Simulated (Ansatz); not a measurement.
C2H6N2Si, SMILES `C1=NC[SiH2]N1` at its PBE0-D4/def2-TZVP geometry, where that method's forces vanish. Total charge 0; spin multiplicity 1.

```xyz
11

C     1.4304   -0.1672    0.2305
N     0.8102   -1.2591    0.4241
C    -0.6338   -1.1293    0.1984
Si   -0.9290    0.6795   -0.2910
N     0.7824    0.9918   -0.1492
H     2.5102   -0.1203    0.3621
H    -0.9443   -1.8357   -0.5770
H    -1.1707   -1.4199    1.1060
H    -1.7376    1.5056    0.6461
H    -1.4410    0.9281   -1.6659
H     1.3231    1.8266   -0.2841
```

Task: What forces (eV/Å) does ωB97M-V/def2-TZVPP give on these atoms in Ansatz 0.2.0? (An estimate is asked.)

Result: Computed: 
```
C1   0.257 -0.236  0.092
N2   0.263 -0.016  0.039
C3  -0.353  0.033 -0.057
Si4 -0.144  0.068 -0.035
N5  -0.130  0.263 -0.082
H6  -0.098 -0.007 -0.011
H7   0.030  0.060  0.070
H8   0.051  0.024 -0.079
H9   0.082 -0.104 -0.108
H10  0.049 -0.037  0.159
H11 -0.006 -0.048  0.010
```
